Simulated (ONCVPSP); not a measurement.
Plane-wave convergence, ONCV potential for O (Z = 8)

ONCVPSP 4.0.1 input, shortened (lines: element, Z, core and valence counts, functional; n l f; lmax; l rc ep ncon nbas qcut; lloc lpopt rc5 dvloc0; l nproj debl; icmod fcfact rcfact), PBEsol, scalar-relativistic:

```
  O 8.00    1    2  -116133      upf
    1    0    2.00
    2    0    2.00
    2    1    4.00
    1
    0    0.90    0.00    5    8    9.40
    1    1.05    0.00    4    8    8.30
    0    5    0.90    0.00
    0    0    2.20
    1    2    2.50
    1    0.20    0.00
```

**Question.** For each optimised wave give the share of its norm inside rc, the residual kinetic energy above qcut (Ha) and the cutoffs (Ha) for errors of 10, 1, 0.1 and 0.01 mHa per electron.

**Answer.**

```json
{"wave": "2s", "norm inside rc": "0.364", "residual KE": "6.2e-04", "10 mHa": "28.8", "1 mHa": "41.5", "0.1 mHa": "132.8", "0.01 mHa": "188.9"}
{"wave": "2p", "norm inside rc": "0.465", "residual KE": "2.9e-03", "10 mHa": "28.8", "1 mHa": "61.3", "0.1 mHa": "175.1", "0.01 mHa": "206.5"}
{"wave": "p projector 2", "norm inside rc": "0.077", "residual KE": "2.8e-03", "10 mHa": "28.6", "1 mHa": "39.1", "0.1 mHa": "79.4", "0.01 mHa": "179.1"}
```

The occupied waves need 61 Ha and 175 Ha for 1 and 0.1 mHa. Its largest configuration-test error is +324 meV.
